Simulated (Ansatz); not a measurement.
Start from `[F][Mo](=[S])(=[S])[Cl]` and change one atom or group to get `[CH3][Mo]([F])(=[S])=[S]`.

Ansatz, PBE0-D4/def2-TZVP geometries, multiplicity 1. 

Elements past krypton have def2 core potentials.

```json
{"property": "size of the dipole moment (ωB97M-V/def2-TZVPP) / D", "`[F][Mo](=[S])(=[S])[Cl]`": "0.38"}
{"property": "HOMO energy (PBE/def2-TZVPP) / eV", "`[F][Mo](=[S])(=[S])[Cl]`": "-6.70"}
{"property": "HOMO–LUMO gap (PBE0/def2-TZVPP) / eV", "`[F][Mo](=[S])(=[S])[Cl]`": "3.99"}
{"property": "LUMO energy (PBE0/def2-TZVPP) / eV", "`[F][Mo](=[S])(=[S])[Cl]`": "-3.83"}
{"property": "size of the dipole moment (PBE/def2-TZVPP) / D", "`[F][Mo](=[S])(=[S])[Cl]`": "0.37"}
{"property": "HOMO energy (PBE0/def2-TZVPP) / eV", "`[F][Mo](=[S])(=[S])[Cl]`": "-7.82"}
```

(1) What does the change do to each property? (An estimate is asked.)

Answers

(1) Ansatz gave: 
```
                                          property  `[CH3][Mo]([F])(=[S])=[S]`  shift
size of the dipole moment (ωB97M-V/def2-TZVPP) / D                        1.96   1.58
                 HOMO energy (PBE/def2-TZVPP) / eV                       -6.42   0.28
              HOMO–LUMO gap (PBE0/def2-TZVPP) / eV                        4.10   0.11
                LUMO energy (PBE0/def2-TZVPP) / eV                       -3.41   0.42
    size of the dipole moment (PBE/def2-TZVPP) / D                        1.93   1.56
                HOMO energy (PBE0/def2-TZVPP) / eV                       -7.51   0.31
```

With PBE0 the HOMO rises by 0.31 eV and the LUMO rises by 0.42 eV, so the gap widens by about 0.11 eV. PBE moves the HOMO by 0.28 eV and ωB97M-V by 0.28 eV. The zero-point energy changes by 89.4 kJ/mol with +9 modes. Dipoles are sizes alone; their direction can turn.
